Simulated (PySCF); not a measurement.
## MF₂ across the 4d metals

Level: PBE0, basis family def2-TZVP, scalar-relativistic core potentials from Rb on and no relativity for lighter atoms.

Each entry is the lowest minimum that a search over a few typed start shapes (and spin states, where more than one is plausible) found, or that minimum re-optimised at the stated level; isomers with ligand–ligand bonds, or fragments after loss of a ligand pair, can lie lower. Open shells are unrestricted; no spin–orbit coupling; PySCF with density fitting.

```
molecule  2S+1  point group  mean bond to the central atom (Å)  distinct angles (°)  highest ω (cm⁻¹)  lowest ω (cm⁻¹)  polar-tensor charge of the central atom
    ZrF₂     3          C2v                              1.915                  141               652              117                                     1.11
    MoF₂     5          C2v                              1.868                  134               679              138                                     1.36
    TcF₂     6          D∞h                              1.904                  180               653              118                                     1.41
    RuF₂     5          D∞h                              1.866                  180               680              135                                     1.39
    RhF₂     4          D∞h                              1.839                  180               700              144                                     1.36
    PdF₂     ?            ?                                  ?                    ?                 ?                ?                                        ?
    CdF₂     ?            ?                                  ?                    ?                 ?                ?                                        ?
```

Fill in the row of CdF₂.

2S+1: 1; point group: D∞h; mean bond to the central atom (Å): 1.922; distinct angles (°): 180; highest ω (cm⁻¹): 645; lowest ω (cm⁻¹): 141; polar-tensor charge of the central atom: 1.25.

Fill in the row of PdF₂.

2S+1: 3; point group: D∞h; mean bond to the central atom (Å): 1.867; distinct angles (°): 180; highest ω (cm⁻¹): 668; lowest ω (cm⁻¹): 84; polar-tensor charge of the central atom: 1.29.

The bond length does not run in one direction; the largest change, 0.055 Å, falls between PdF₂ and CdF₂ among the members listed.

The shape changes along the series: C2v for ZrF₂ and MoF₂; D∞h for TcF₂ and RuF₂ and RhF₂ and PdF₂ and CdF₂.

Left out of the table are members whose search was unfinished or whose lowest solution was spin-contaminated, unstable, very soft or bonded differently.

Open d and f shells are single-determinant solutions and may miss the true ground state.
